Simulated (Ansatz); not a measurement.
H4NPTe, SMILES `NP[TeH]`. Total charge 0; spin multiplicity 1. Te: def2 effective core potential. The structure was optimised at the PBE0-D4/def2-TZVP level. It is one conformer, not always the lowest.

```xyz
7

N     0.656    0.335   -1.118
P    -0.452   -0.830   -0.590
Te   -0.247   -1.121    1.888
H     1.558   -0.040   -1.372
H     0.755    1.199   -0.606
H    -1.571    0.030   -0.489
H    -0.699    0.427    2.287
```

(1) What is the dipole moment at B3LYP/def2-TZVPP? (An estimate is asked.)

(2) And with PBE, r2SCAN, ωB97M-V? (An estimate is asked.)

(3) Give the Mulliken charges with B3LYP, r2SCAN, PBE in def2-TZVPP. (Best estimate.)

Results:

(1) Ansatz gave: 1.79 D, with components (1.06, 1.35, -0.51) D in this frame, pointing from negative to positive charge.

(2) The calculation gave: PBE 1.90 D, r2SCAN 1.96 D, ωB97M-V 1.80 D.

(3) Computed: 
```
atom  B3LYP  r2SCAN    PBE
  N1  -0.33   -0.35  -0.32
  P2   0.06    0.07   0.00
 Te3  -0.03   -0.05  -0.04
  H4   0.15    0.17   0.16
  H5   0.15    0.16   0.16
  H6   0.04    0.03   0.05
  H7  -0.04   -0.02  -0.02
```

B3LYP here is the variant with VWN-RPA as its local correlation; programs differ in this.
